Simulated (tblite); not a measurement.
Compound: C5H8OS2Si.
Z-matrix (Å and degrees, GFN2-xTB geometry), rows numbered from 1:
```
O 
C   1  1.2174
C   2  1.4420  1  121.42
C   3  1.3374  2  115.46  1     0.44
Si  4  1.8931  3  117.28  2    -3.83
S   5  2.1468  4  112.99  3    82.68
C   6  1.8257  5   96.18  4   118.55
C   7  1.5100  6  111.28  5   -42.40
S   8  1.8174  7  110.34  6    61.44
H   2  1.0974  1  120.11  3   179.21
H   3  1.0789  2  119.39  1   178.85
H   4  1.0791  3  121.25  2   178.86
H   5  1.4541  4  120.19  3   -64.23
H   7  1.0896  6  106.29  5  -163.25
H   7  1.0900  6  107.77  5    79.35
H   8  1.0905  7  111.04  6   -58.90
H   8  1.0896  7  110.69  6   179.39
```

Computed values, GFN2-xTB/tblite, gas phase, harmonic and unscaled. Against measured fundamentals such values can be off by several per cent, at times by over 20. Modes of hydrogen on silicon can be 10 to 20 % off. One conformer, not necessarily the lowest.

Harmonic wavenumbers (cm⁻¹): 44.1, 71.6, 85.1, 122.4, 155.7, 223.1, 239.5, 279.6, 335.1, 382.5, 406.4, 469.8, 495.8, 527.7, 671.3, 697.2, 700.0, 712.4, 804.1, 833.7, 855.3, 916.2, 935.3, 937.8, 1030.2, 1038.5, 1084.8, 1114.2, 1137.7, 1232.7, 1257.9, 1279.2, 1342.5, 1435.8, 1446.4, 1556.7, 1671.9, 2318.2, 2881.8, 2971.4, 2987.9, 2994.4, 2997.8, 3079.3, 3092.8.

A = 1866, B = 796.5, C = 635.1 MHz; mass 175.979 u (most abundant isotopes); point group C1, symmetry number 1.

Q: What is the zero-point energy?

A: Half the sum of the wavenumbers: 25927 cm⁻¹ = 310.16 kJ/mol.

Q: Give the ideal-gas entropy at 350 K and 1 bar in the rigid-rotor, harmonic-oscillator model (classical rotation).

A: Translation 176.67, rotation 128.40, vibration 156.23: S = 461.3 J/(mol K).

Q: And Cp and H(350 K) − H(0)?

A: Cp = 188.96 J/(mol K), of which vibrations give 155.70 (their classical limit is 45 R = 374.2); H(350 K) − H(0) = 39.95 kJ/mol without the zero-point energy, 28.31 from vibrations.

Q: Blend soft modes into free rotors: weight 1/[1 + (100 cm⁻¹/ν̃)⁴] for the oscillator and the rest for a rotor with moment μB/(μ + B), μ = h/(8π²ν), B = 10⁻⁴⁴ kg m². What vibrational entropy results?

A: 143.02 J/(mol K) in place of 156.23, which changes −T·S at 350 K by +4.62 kJ/mol.

Q: Which modes carry the vibrational entropy at 350 K?

A: 44.1 cm⁻¹: 22.52; 71.6 cm⁻¹: 18.51; 85.1 cm⁻¹: 17.09; 122.4 cm⁻¹: 14.11; 155.7 cm⁻¹: 12.16; 223.1 cm⁻¹: 9.32 J/(mol K); the other 39 give 62.51 together.

Hindered rotation and anharmonicity are outside this model. Other conformers, if any are populated, would add a mixing term that is left out. The structure is chiral; the term R ln 2 for an equal mix with its mirror image is left out.

Hardware: Arm Neoverse V1, one thread, on a shared host. Cost: 0.9 s. This covers the Hessian and the dipole derivatives.
